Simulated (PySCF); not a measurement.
Saddle point of CH$_{8}$Ge, singlet (GeH₄ + CH₄ → CH₆Ge ([CH3][GeH3]) + H₂; bonds formed: Ge1–C7, H2–H6; bonds broken: Ge1–H2, H6–C7), PBE0-D4/def2-TZVP structure:

| atom | x (Å) | y (Å) | z (Å) |
| --- | --- | --- | --- |
| Ge1 | -0.7142 | 0.4039 | -0.7294 |
| H2 | 0.7948 | 1.4838 | -0.4688 |
| H3 | -0.2870 | 0.3277 | -2.2038 |
| H4 | -1.5431 | 1.5971 | -0.2305 |
| H5 | -1.6397 | -0.8586 | -0.5100 |
| H6 | 0.7712 | 0.5178 | 0.1542 |
| C7 | 0.5784 | -0.6778 | 0.8219 |
| H8 | 0.6774 | -1.6184 | 0.2812 |
| H9 | -0.1813 | -0.7466 | 1.6002 |
| H10 | 1.5436 | -0.4289 | 1.2848 |

Energies are electronic, without zero-point energy. Barriers and step energies count from the start structure reached by relaxing down the imaginary mode; all methods use the PBE0-D4 structures, on which another method's saddle can fall below an end. Program: PySCF 2.14 with density fitting (its default auxiliary sets; JK sets also for MP2 and CCSD(T)). Basis: def2-TZVPP, with def2-QZVPP for the basis limit. Cores are frozen in the correlated methods. Filled d shells of the heavier atoms are correlated. The def2 sets are not built for correlating such inner shells, so the correlated values are less sure here. B3LYP uses VWN-RPA correlation. Extrapolation: Hartree–Fock as exp(−7.88 √X), correlation as X^−2.97.

```tsv
method	barrier (eV)	step energy (eV)
SPW92	3.236	0.433
PBE-D4	3.517	0.412
r2SCAN-D4	?	0.430
PBE0-D4	3.715	0.439
B3LYP-D4	3.889	0.462
BHLYP-D4	?	0.497
wB97M-V	?	0.434
HF	4.678	0.610
MP2	3.950	0.355
CCSD	4.081	0.451
CCSD(T)	3.961	0.417
```

Question: Fill in the withheld barriers. (Judge from chemistry; the value comes from the calculation.)

Answer: By the calculation: r2SCAN-D4 3.700; BHLYP-D4 4.121; wB97M-V 3.921 eV. Each is the energy of the saddle less that of the start structure, by the same method.

For comparison, the barrier by CCSD(T) at an estimated basis limit (MP2 extrapolated from triple and quadruple zeta, plus CCSD(T) − MP2 in triple zeta) is 3.968 eV.

No T1 diagnostic of these runs exceeds 0.012. The start structure is not quite a true minimum (one mode of 30i cm⁻¹). The end structure is not quite a true minimum (one mode of 28i cm⁻¹).

Labels in which every atom is bracketed show which atoms are joined, not bond orders.

For scale, one of the runs: CCSD(T)/def2-TZVPP, 191 basis functions, launched by `OMP_NUM_THREADS=4 python run.py`. The run took 3.6 min on 4 CPU threads of a Oxide Virtual Turin-like (shared host), with 2.3 GiB of host memory at its peak.
